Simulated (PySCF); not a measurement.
## Spinor energies of Zr²⁸⁺ (zirconium, charge +28)

Start: [Ne] 3s2. Calculated with PySCF 2.14 in an even-tempered Gaussian basis (19 s from 4.3 bohr⁻², ratio 2.4; 13 p from 5.6 bohr⁻², ratio 2.4; 5 d from 19 bohr⁻², ratio 2.6; 4 f from 29 bohr⁻², ratio 2.6): generalised Hartree-Fock with the X2C-1e Hamiltonian and a Gaussian nucleus; one run each with spin-orbit coupling (SO) switched off, then screened by Boettger's factors.

```tsv
spinor shell	electrons	ε, spin-free (eV)	ε, screened SO (eV)	weight of nominal j (screened SO)	rms radius, screened SO (bohr)
1s1/2	2	-19532.3	-19531.8	1.000	0.0426
2s1/2	2	-3934.1	-3934.0	1.000	0.172
2p1/2	2	-3658.6	-3719.9	1.000	0.150
3s1/2	2	-1519.8	-1519.8	1.000	0.420
```

**Question.** Where does 2p3/2 lie, and what is the 2p spin-orbit splitting (screened SO)?

**Answer.** At -3629.9 eV, 89.988 eV above 2p1/2.

| quantity | spin-free | screened SO |
| --- | --- | --- |
| E (hartree) | -3031.76353 | -3032.06081 |
| M_J | 0 | 0 |
| ⟨J²⟩ | 0.000 | 0.000 |
| ⟨L²⟩ | 0.000 | 0.002 |
| ⟨S²⟩ | 0.000 | 0.002 |

Breit and QED terms are absent; they matter most for the inner s and p1/2 levels.

Densities and radii are taken from the X2C orbitals without a picture-change correction, which distorts them close to the nucleus.

Without spin-orbit coupling the j labels of p, d and f shells carry no meaning; the spin-free column gives the mean over the occupied spinors of each nl shell.
